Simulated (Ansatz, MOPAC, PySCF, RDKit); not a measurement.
Pair of molecules: HF (SMILES F) (first 2 atoms) with C2H4 (SMILES C=C); geometry from B3LYP-D3(BJ)/def2-TZVP, rigid monomers moved along the line of their centres of mass till H2···C4 is 3.09 Å.
(charge 0, multiplicity 1):
```xyz
8

F     -0.044     0.400    -0.270
H     -0.018     0.283     0.658
C      0.431    -0.641     3.572
C     -0.302     0.456     3.730
H     -0.023    -1.619     3.466
H      1.514    -0.603     3.552
H      0.153     1.432     3.844
H     -1.384     0.417     3.759
```

Interaction energies are E(AB) − E(A) − E(B) at the monomers' geometry in the complex; basis-set methods are counterpoise corrected. RDKit's UFF carries no charges.

Frozen-core correlation. The state reached by PM3 isn't checked.

Programs: Ansatz (a quantum-chemistry and plane-wave program); MOPAC for PM3 (differences of heats of formation); PySCF for the dispersion terms; RDKit for the force fields. Values without a source in brackets are computed.

```
level                    interaction energy (kJ/mol)
-----------------------  ---------------------------
UFF                                             -1.5
PM3                                             -2.8
HF/aug-cc-pVDZ                                  -9.5
B3LYP/def2-TZVPPD                               -8.9
PBE0-D3(BJ)/def2-TZVPPD                            …
wB97X-V/def2-TZVPPD                                …
MP2/aug-cc-pVDZ                                 -9.8
SCS-MP2/aug-cc-pVDZ                             -9.2
CCSD(T)/aug-cc-pVDZ                             -9.4
```

Q: Some entries are withheld; supply them.

A: 
- PBE0-D3(BJ)/def2-TZVPPD, interaction energy (kJ/mol): -11.6
- wB97X-V/def2-TZVPPD, interaction energy (kJ/mol): -10.6
